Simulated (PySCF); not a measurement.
Al(Me)2 (C2H6Al), SMILES [CH3][Al][CH3], multiplicity 2. Atoms are numbered in the order given.

```xyz
9

Al     0.0000     0.0000     0.6456
C      1.6862     0.0000    -0.3895
H      1.7135    -0.8813    -1.0401
H      2.5895     0.0000     0.2208
H      1.7135     0.8813    -1.0401
C     -1.6862     0.0000    -0.3895
H     -1.7135    -0.8813    -1.0401
H     -1.7135     0.8813    -1.0401
H     -2.5895     0.0000     0.2208
```
Charge 0, spin multiplicity 2.

Coordinates come from a B3LYP-D3(BJ)/def2-TZVP optimisation. The spin state was assumed, not searched. The isomer is the one that the SMILES or the coordinates give; other isomers of the formula were not compared.

The numbers are results of B3LYP/pcH-1 in PySCF, not measurements.

Unrestricted Kohn–Sham, ⟨S²⟩ = 0.751. Hyperfine tensors hold the contact and dipolar terms, without spin-orbit corrections.

Q: Estimate the hyperfine couplings. (Estimate from the structure and the level; the computed values follow.)

A: 
```json
[
 {"nucleus": "27Al no. 1", "A(iso) (MHz)": "666.3", "A(iso) (G)": "237.8", "dipolar principal values (MHz)": "-59.7, -56.0, 115.7"},
 {"nucleus": "13C no. 2", "A(iso) (MHz)": "90.9", "A(iso) (G)": "32.4", "dipolar principal values (MHz)": "-9.8, -8.6, 18.5"},
 {"nucleus": "1H no. 3", "A(iso) (MHz)": "9.0", "A(iso) (G)": "3.2", "dipolar principal values (MHz)": "-5.1, -0.9, 6.1"},
 {"nucleus": "1H no. 4", "A(iso) (MHz)": "-2.8", "A(iso) (G)": "-1.0", "dipolar principal values (MHz)": "-5.9, -2.8, 8.7"},
 {"nucleus": "1H no. 5", "A(iso) (MHz)": "9.0", "A(iso) (G)": "3.2", "dipolar principal values (MHz)": "-5.1, -0.9, 6.1"},
 {"nucleus": "13C no. 6", "A(iso) (MHz)": "90.9", "A(iso) (G)": "32.4", "dipolar principal values (MHz)": "-9.8, -8.6, 18.5"},
 {"nucleus": "1H no. 7", "A(iso) (MHz)": "9.0", "A(iso) (G)": "3.2", "dipolar principal values (MHz)": "-5.1, -0.9, 6.1"},
 {"nucleus": "1H no. 8", "A(iso) (MHz)": "9.0", "A(iso) (G)": "3.2", "dipolar principal values (MHz)": "-5.1, -0.9, 6.1"},
 {"nucleus": "1H no. 9", "A(iso) (MHz)": "-2.8", "A(iso) (G)": "-1.0", "dipolar principal values (MHz)": "-5.9, -2.8, 8.7"}
]
```

Q: And the g tensor (effective nuclear charges for spin-orbit coupling, GIAO)? (The exact figures need the calculation; the answer reports its results.)

A: principal values 1.9941, 2.0023, 2.0032; isotropic 1.9999.
